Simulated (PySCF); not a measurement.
SMILES O(C[SiH2]C#N)C at its GFN2-xTB optimised geometry (Å):

```
13

C      2.1943    -1.6181     0.0029
O      1.6361    -0.3306     0.0000
C      0.2217    -0.3306     0.0000
Si    -0.2605     1.5138     0.0000
C     -2.1311     1.5601     0.0660
N     -3.2754     1.5998     0.1084
H      1.8876    -2.1803     0.8941
H      1.8925    -2.1823    -0.8887
H      3.2754    -1.4929     0.0059
H     -0.1599    -0.8650     0.8827
H     -0.1597    -0.8651    -0.8827
H      0.2306     2.1823     1.2041
H      0.1422     2.1624    -1.2475
```

Calculation: PBE0/def2-TZVP (PySCF). Cells within 0.4 Å of a nucleus heavier than hydrogen are left out (blank, or x).

Map of the Laplacian of the electron density (e/bohr⁵), clipped to [-1.50, 1.50] on the plane z = 0.0 Å:

```
|444444444444444444444444444|
|444444444444444444444444444|
|444444444444444444444444444|
|444444444444444444444444444|
|444444444444444444444444444|
|444444444444444444444444444|
|444444444444444444444444444|
|444444444444444444444444444|
|444443443444984444444444444|
|44442xx0x039xx6444444444444|
|44444x01x139xx5444444444444|
|444445544444654444444444444|
|444444444444323456544444444|
|4444444444444xx44x544444444|
|4444444444444xx2xx554444444|
|444444444444434561454444444|
|444444444444444453x22144444|
|444444444444444444xx1044444|
|444444444444444444344444444|
|444444444444444444444444444|
|444444444444444444444444444|
|444444444444444444444444444|
|444444444444444444444444444|
|444444444444444444444444444|
|444444444444444444444444444|
|444444444444444444444444444|
|444444444444444444444444444|
```
Scale: ten equal steps from -1.04 (start of '0') to 1.50 (end of '9'), in the order '0123456789'; x runs from -5.50 to 5.50, y from -5.50 (bottom) to 5.50 (top).
